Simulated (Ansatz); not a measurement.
Cost and result up the ladder for the cluster Ge2O2 (4 atoms). Total charge 0; singlet. Geometry: PBE-D4/def2-SVP.

| atom | x (Å) | y (Å) | z (Å) |
| --- | --- | --- | --- |
| Ge1 | 1.176 | -0.521 | 0.428 |
| Ge2 | -1.176 | 0.522 | -0.427 |
| O3 | -0.550 | -1.133 | 0.131 |
| O4 | 0.550 | 1.133 | -0.132 |

Ansatz on 4 threads of Arm Neoverse V2 on a shared host. Times are rough, and most runs start from the orbitals of an earlier one. PBE0-D4/def2-TZVPD serves as the yardstick here, not as an exact answer. Differences are given only for rows in sets of like size (and for xTB, whose basis is part of the method), since another set adds its own error. Binding counts from free atoms at the same level (Ge triplet, O triplet; other spins of the atoms weren't run), without zero-point energy or a counterpoise term.

The 6-31G sets use Cartesian d functions. B3LYP takes the VWN-RPA correlation. Correlated methods freeze 20 core orbitals; core or outer-core shells of Ge are correlated, in sets that lack core-valence functions. The structure comes from a short search, and lower isomers may exist.

Correlated methods converge slowly with the basis.

```tsv
level	functions	wall time	binding energy per atom (eV)	difference from PBE0-D4/def2-TZVPD (eV)
HF/6-31G	76	0.4 s	1.79	–
PBE-D4/def2-SVP	92	0.6 s	4.20	–
B3LYP-D4/6-31G	76	0.85 s	3.68	–
PBE0-D4/def2-SVP	92	0.9 s	3.89	–
revPBE-D4/def2-TZVP	158	1.1 s	4.04	0.10
BLYP-D4/def2-TZVP	158	1.1 s	4.14	0.19
PBE-D4/def2-TZVP (with forces)	158	1.4 s	4.23	0.28
PBE0-D4/def2-TZVP	158	1.6 s	3.94	-0.01
RPA@PBE/def2-TZVP	158	2.2 s	3.66	-0.29
r2SCAN-D4/def2-TZVP	158	2.5 s	4.05	0.10
PBE0-D4/def2-TZVPD	188	2.5 s	3.95	0.00
B2PLYP/def2-TZVP	158	3 s	4.00	0.05
r2SCAN-D4/def2-TZVPD	188	3.5 s	4.05	0.11
CCSD(T)/def2-TZVPP	158	6.5 s	3.90	-0.04
```
